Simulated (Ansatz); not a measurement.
A structure relaxed at PBE0-D4/def2-TZVP, charge 0, multiplicity 1:

Cartesian coordinates in Å:
```
Ge -0.008 -2.268 -0.780
Si -1.492 -0.715 0.242
Ge -0.241 1.026 1.273
Ge 1.263 2.035 -0.338
H 0.985 -2.816 0.258
H -0.770 -3.452 -1.400
H 0.794 -1.569 -1.891
H -2.346 -1.412 1.243
H -2.378 -0.125 -0.799
H 0.589 0.444 2.434
H -1.175 2.104 1.854
H 2.275 0.987 -0.832
H 2.034 3.210 0.285
H 0.469 2.552 -1.549
```

(1) Give its formula and SMILES.

(2) Point group (tolerance 0.08 Å, 0.16 Å for H)?

(3) Summarise the bond lengths by kind.

Answers

(1) Ge3H10Si, `[GeH3][SiH2][GeH2][GeH3]`.

(2) C1.

(3) 2 × Ge–Si 2.379 Å; 8 × Ge–H 1.537 to 1.541 Å; 2 × H–Si 1.489 Å; 1 × Ge–Ge 2.424 Å.

All numbers were calculated with Ansatz.
